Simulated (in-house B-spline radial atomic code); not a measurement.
Configurations of Ar, with energies counted from [Ne] 3s2 3p6. Method: Dirac-Hartree-Fock, average of configuration, Fermi nucleus of rms radius 3.4274 fm. Calculated with a B-spline radial code for spherical atoms. Energies include first-order Breit, QED and recoil terms.

Occupations are held fixed; configurations that lie above the ionisation limit could autoionise.

| configuration | E - E(ref) (eV) | highest orbital | its <r> (bohr) |
| --- | --- | --- | --- |
| [Ne] 3s2 (3p1/2)2 (3p3/2)3 (6d5/2)1 | 14.298 | 6d5/2 | 48.39 |
| [Ne] 3s2 (3p1/2)1 (3p3/2)4 7s1 | 14.307 | 7s1/2 | 36.3 |
| [Ne] 3s2 (3p1/2)1 (3p3/2)4 (6g9/2)1 | 14.492 | 6g9/2 | 44 |
| [He] 2s2 (2p1/2)1 (2p3/2)4 3s2 3p6 (4p3/2)1 | 247.71 | 4p3/2 | 7.159 |
| [He] 2s2 (2p1/2)2 (2p3/2)3 3s2 3p6 (7g9/2)1 | 247.88 | 7g9/2 | 63.5 |
| [He] 2s2 (2p1/2)1 (2p3/2)4 3s2 3p6 (7f7/2)1 | 250.02 | 7f7/2 | 67.49 |

Task: How far above the reference does [He] 2s2 (2p1/2)1 (2p3/2)4 3s2 3p6 7s1 lie?

Result: 249.73 eV; its least bound orbital is 7s1/2 with <r> = 35.9 bohr.

Task: How far above the reference does [Ne] 3s1 3p6 (6f7/2)1 lie?

Result: 33.038 eV; its least bound orbital is 6f7/2 with <r> = 47.99 bohr.
